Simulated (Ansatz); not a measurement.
CCl2 (SMILES Cl[C]Cl) moved off its minimum; all values from Ansatz (a first-principles code), cores frozen in correlated methods.
(charge 0, multiplicity 1)
```xyz
3

Cl    -1.3590    -0.2537     0.0500
C     -0.0059     0.8606    -0.0921
Cl     1.4317    -0.0865     0.0390
```

Forces at MP2/aug-cc-pV(T+d)Z (eV/Å):

```tsv
atom	Fx	Fy	Fz
Cl1	0.603	0.695	-0.090
C2	-0.266	-1.104	0.145
Cl3	-0.336	0.409	-0.055
```

Q: Give the forces (eV/Å), the total energy and the dipole at CCSD(T)/aug-cc-pV(T+d)Z.

A: 
| atom | Fx | Fy | Fz |
|---|---|---|---|
| Cl1 | 0.256 | 0.466 | -0.061 |
| C2 | -0.315 | -0.668 | 0.087 |
| Cl3 | 0.059 | 0.202 | -0.026 |
Energy -957.4059 hartree, dipole 0.97 D.

Doubts at one or more of the structures used: a restricted determinant that unrestricted orbitals would lower (CCSD(T)/aug-cc-pV(T+d)Z, MP2/aug-cc-pV(T+d)Z).
